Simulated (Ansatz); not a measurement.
**Molecular dynamics of CH7B2FSi**

input.yaml

```yaml
crystal:
  periodic: [false, false, false]
  atoms:
    - { symbol: B, position_ang: [-1.574222, -0.140042, 1.528265] }
    - { symbol: Si, position_ang: [0.165065, -0.458105, 0.699863] }
    - { symbol: C, position_ang: [0.365333, 0.909642, -0.733166] }
    - { symbol: B, position_ang: [1.052027, -0.156553, -1.584555] }
    - { symbol: F, position_ang: [-0.84684, 1.471999, -1.136323] }
    - { symbol: H, position_ang: [-1.666283, 0.306195, 2.609229] }
    - { symbol: H, position_ang: [-2.564689, -0.379398, 0.947909] }
    - { symbol: H, position_ang: [0.206272, -1.794734, 0.136481] }
    - { symbol: H, position_ang: [1.301487, -0.310016, 1.576078] }
    - { symbol: H, position_ang: [1.017391, 1.67403, -0.26184] }
    - { symbol: H, position_ang: [0.453503, -0.753942, -2.393245] }
    - { symbol: H, position_ang: [2.167956, -0.424175, -1.354596] }
basis:
  gaussian: { orbitals: STO-3G }
hamiltonian:
  xc: pbe0
md:
  timestep: 0.5
  n_steps: 600
  ensemble: nve
  temperature: 500.0
  initial_velocities: maxwell_boltzmann
  seed: 20287
scf:
  lower_state_search: "off"
```

Command:

```bash
$ ansatz run input.yaml --threads 1 --pin off --max-ram 2048MiB --backend cpu --events-out ev --progress --plain --runs-dir out
```

It starts from a relaxed structure.

Output, in part (step lines, the closing report, with atoms numbered from 0):

```
md step     0: t =     0.00 fs  T =   500.0 K  F+E_penalty+E_count = -12927.45363372 eV  E_kin = 0.646300 eV  conserved = -12926.80733372 eV  (13 SCF iters)
md step     1: t =     0.50 fs  T =   484.9 K  F+E_penalty+E_count = -12927.43380214 eV  E_kin = 0.626809 eV  conserved = -12926.80699341 eV  (19 SCF iters)
md step     2: t =     1.00 fs  T =   444.1 K  F+E_penalty+E_count = -12927.38009700 eV  E_kin = 0.573997 eV  conserved = -12926.80610027 eV  (19 SCF iters)
md step     3: t =     1.50 fs  T =   388.0 K  F+E_penalty+E_count = -12927.30650510 eV  E_kin = 0.501584 eV  conserved = -12926.80492076 eV  (19 SCF iters)
md step     4: t =     2.00 fs  T =   330.8 K  F+E_penalty+E_count = -12927.23146099 eV  E_kin = 0.427634 eV  conserved = -12926.80382658 eV  (19 SCF iters)
md step     5: t =     2.50 fs  T =   285.4 K  F+E_penalty+E_count = -12927.17205575 eV  E_kin = 0.368891 eV  conserved = -12926.80316447 eV  (19 SCF iters)
md step     6: t =     3.00 fs  T =   259.6 K  F+E_penalty+E_count = -12927.13866987 eV  E_kin = 0.335554 eV  conserved = -12926.80311620 eV  (19 SCF iters)
md step     7: t =     3.50 fs  T =   254.2 K  F+E_penalty+E_count = -12927.13215227 eV  E_kin = 0.328524 eV  conserved = -12926.80362859 eV  (19 SCF iters)
[... lines left out ...]
md step   597: t =   298.50 fs  T =   256.0 K  F+E_penalty+E_count = -12927.13531872 eV  E_kin = 0.330853 eV  conserved = -12926.80446556 eV  (19 SCF iters)
md step   598: t =   299.00 fs  T =   277.0 K  F+E_penalty+E_count = -12927.16302246 eV  E_kin = 0.358111 eV  conserved = -12926.80491191 eV  (19 SCF iters)
md step   599: t =   299.50 fs  T =   297.7 K  F+E_penalty+E_count = -12927.19016019 eV  E_kin = 0.384794 eV  conserved = -12926.80536585 eV  (19 SCF iters)
md step   600: t =   300.00 fs  T =   312.4 K  F+E_penalty+E_count = -12927.20950824 eV  E_kin = 0.403833 eV  conserved = -12926.80567541 eV  (19 SCF iters)
Total energy: -12927.20952461 eV, -475.0661876521 hartree
Atom 0 at    -1.548339    -0.125724     1.635829 Å, force     0.704568     0.301052     0.980543 eV/Å
Atom 1 at     0.115128    -0.438534     0.698657 Å, force    -0.785550    -1.444936    -0.739531 eV/Å
Atom 2 at     0.368106     0.875710    -0.733170 Å, force    -0.207499    -0.682521     0.155236 eV/Å
Atom 3 at     1.151749    -0.069645    -1.647826 Å, force     0.063666    -0.100283    -0.928358 eV/Å
Atom 4 at    -0.851323     1.399306    -1.168087 Å, force     0.047667     0.344425    -0.028048 eV/Å
Atom 5 at    -1.623172    -0.202825     2.819922 Å, force    -0.122891    -0.056662    -0.537772 eV/Å
Atom 6 at    -2.464715     0.165044     1.009574 Å, force    -0.867803     0.093347    -0.260424 eV/Å
Atom 7 at    -0.092023    -1.843318     0.263104 Å, force     0.372867     0.740953     0.009264 eV/Å
Atom 8 at     1.306757    -0.353677     1.441964 Å, force     0.787991    -0.098525     0.691322 eV/Å
Atom 9 at     0.956409     1.566897    -0.096172 Å, force     0.031653     0.572935    -0.513034 eV/Å
Atom 10 at     0.646329    -0.562439    -2.635611 Å, force     0.415669     0.409847     1.154506 eV/Å
Atom 11 at     2.281828    -0.308162    -1.385435 Å, force    -0.440337    -0.079634     0.016295 eV/Å
Dipole moment:     0.002029    -0.044657     0.333380 e Å
```

The steps, from the saved trajectory:

```json
{"time (fs)": "0.0", "T (K)": "500", "potential energy less start (eV)": "0.000", "conserved less start (meV/atom)": "0.00"}
{"time (fs)": "10.0", "T (K)": "198", "potential energy less start (eV)": "0.392", "conserved less start (meV/atom)": "0.19"}
{"time (fs)": "20.0", "T (K)": "236", "potential energy less start (eV)": "0.344", "conserved less start (meV/atom)": "0.25"}
{"time (fs)": "30.0", "T (K)": "273", "potential energy less start (eV)": "0.295", "conserved less start (meV/atom)": "0.19"}
{"time (fs)": "40.0", "T (K)": "237", "potential energy less start (eV)": "0.344", "conserved less start (meV/atom)": "0.27"}
{"time (fs)": "50.0", "T (K)": "285", "potential energy less start (eV)": "0.280", "conserved less start (meV/atom)": "0.12"}
{"time (fs)": "60.0", "T (K)": "249", "potential energy less start (eV)": "0.326", "conserved less start (meV/atom)": "0.20"}
{"time (fs)": "70.0", "T (K)": "162", "potential energy less start (eV)": "0.440", "conserved less start (meV/atom)": "0.26"}
{"time (fs)": "80.0", "T (K)": "292", "potential energy less start (eV)": "0.271", "conserved less start (meV/atom)": "0.12"}
{"time (fs)": "90.0", "T (K)": "245", "potential energy less start (eV)": "0.332", "conserved less start (meV/atom)": "0.19"}
{"time (fs)": "100.0", "T (K)": "293", "potential energy less start (eV)": "0.269", "conserved less start (meV/atom)": "0.12"}
{"time (fs)": "110.0", "T (K)": "266", "potential energy less start (eV)": "0.304", "conserved less start (meV/atom)": "0.11"}
{"time (fs)": "120.0", "T (K)": "251", "potential energy less start (eV)": "0.325", "conserved less start (meV/atom)": "0.25"}
{"time (fs)": "130.0", "T (K)": "282", "potential energy less start (eV)": "0.285", "conserved less start (meV/atom)": "0.21"}
{"time (fs)": "140.0", "T (K)": "237", "potential energy less start (eV)": "0.342", "conserved less start (meV/atom)": "0.22"}
{"time (fs)": "150.0", "T (K)": "215", "potential energy less start (eV)": "0.371", "conserved less start (meV/atom)": "0.22"}
{"time (fs)": "160.0", "T (K)": "299", "potential energy less start (eV)": "0.261", "conserved less start (meV/atom)": "0.09"}
{"time (fs)": "170.0", "T (K)": "253", "potential energy less start (eV)": "0.321", "conserved less start (meV/atom)": "0.21"}
{"time (fs)": "180.0", "T (K)": "199", "potential energy less start (eV)": "0.392", "conserved less start (meV/atom)": "0.23"}
{"time (fs)": "190.0", "T (K)": "260", "potential energy less start (eV)": "0.312", "conserved less start (meV/atom)": "0.14"}
{"time (fs)": "200.0", "T (K)": "273", "potential energy less start (eV)": "0.296", "conserved less start (meV/atom)": "0.20"}
{"time (fs)": "210.0", "T (K)": "272", "potential energy less start (eV)": "0.295", "conserved less start (meV/atom)": "0.08"}
{"time (fs)": "220.0", "T (K)": "308", "potential energy less start (eV)": "0.250", "conserved less start (meV/atom)": "0.16"}
{"time (fs)": "230.0", "T (K)": "147", "potential energy less start (eV)": "0.460", "conserved less start (meV/atom)": "0.33"}
{"time (fs)": "240.0", "T (K)": "275", "potential energy less start (eV)": "0.294", "conserved less start (meV/atom)": "0.18"}
{"time (fs)": "250.0", "T (K)": "258", "potential energy less start (eV)": "0.315", "conserved less start (meV/atom)": "0.16"}
{"time (fs)": "260.0", "T (K)": "327", "potential energy less start (eV)": "0.226", "conserved less start (meV/atom)": "0.12"}
{"time (fs)": "270.0", "T (K)": "219", "potential energy less start (eV)": "0.365", "conserved less start (meV/atom)": "0.13"}
{"time (fs)": "280.0", "T (K)": "197", "potential energy less start (eV)": "0.394", "conserved less start (meV/atom)": "0.27"}
{"time (fs)": "290.0", "T (K)": "258", "potential energy less start (eV)": "0.315", "conserved less start (meV/atom)": "0.18"}
{"time (fs)": "300.0", "T (K)": "312", "potential energy less start (eV)": "0.244", "conserved less start (meV/atom)": "0.14"}
```

The run went to its last step. The conserved energy stayed within 0.36 meV per atom of its start (net change 0.14 meV per atom), so the integration is sound. The temperature averaged 0.49 of the 500 K drawn at the start: a run that starts near a minimum puts about half its kinetic energy into the potential. A run of 0.3 ps of so small a system gives no equilibrium averages. Limits of this set-up: minimal basis.

The same pairs are bonded in the first frame and the last. Pairs count as bonded within 1.25 times the sum of covalent radii (0.12 Å more for H–H).

Last frame:

```xyz
12
Properties=species:S:1:pos:R:3
B -1.548 -0.126 1.636
Si 0.115 -0.439 0.699
C 0.368 0.876 -0.733
B 1.152 -0.070 -1.648
F -0.851 1.399 -1.168
H -1.623 -0.203 2.820
H -2.465 0.165 1.010
H -0.092 -1.843 0.263
H 1.307 -0.354 1.442
H 0.956 1.567 -0.096
H 0.646 -0.562 -2.636
H 2.282 -0.308 -1.385
```

Run time: 15 min on 1 thread of Arm Neoverse V2 (shared host), peak memory 0.08 GiB.
